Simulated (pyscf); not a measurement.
**H₂B–CH=CH₂, singlet**

Gas-phase minimum from PySCF at ωB97X-D3(BJ)/def2-SVP, one conformer. 

```
C
C 1 1.3461
H 2 1.0967 1 120.81
H 2 1.0975 3 116.33 1 180.00
H 1 1.0977 2 117.86 3 180.00
B 1 1.5497 5 121.58 2 179.91
H 6 1.2104 1 121.81 5 -0.14
H 6 1.2120 7 119.22 1 179.97
```

Properties at ωB97X-D3(BJ)/def2-SVP:

| Item | Value |
|---|---|
| Harmonic wavenumbers, unscaled | 208, 370, 551, 838, 940, 1023, 1047, 1067, 1103, 1243, 1315, 1440, 1699, 2575, 2665, 3148, 3178, 3248 cm⁻¹ |
| Zero-point energy | 39.5 kcal/mol |
| Rotational symmetry number | 1 |
| Entropy of this conformer at 298 K and 1 atm, rigid rotor and harmonic oscillator, modes under 100 cm⁻¹ raised to 100 | 264.6 J/(mol K) |
| Dipole moment | 1.26 D |

Single-point totals, which compare only within one level (frozen core for MP2 and CC):

```tsv
level	total energy (hartree)
ωB97X-D3(BJ)/def2-TZVP	-104.12163
PBE/def2-TZVP	-103.89414
r²SCAN/def2-TZVP	-103.98225
B3LYP-D3(BJ)/def2-TZVP	-104.07784
PBE0-D3(BJ)/def2-TZVP	-103.91794
M06-2X/def2-TZVP	-104.00258
ωB97M-D3(BJ)/def2-TZVP	-104.08688
HF/def2-TZVPP	-103.32882
MP2/def2-TZVPP	-103.75463
CCSD/def2-TZVPP	-103.78958
CCSD(T)/def2-TZVPP	-103.80905
```

The CCSD(T) − MP2 part came from Ansatz, without density fitting, on the same reference.
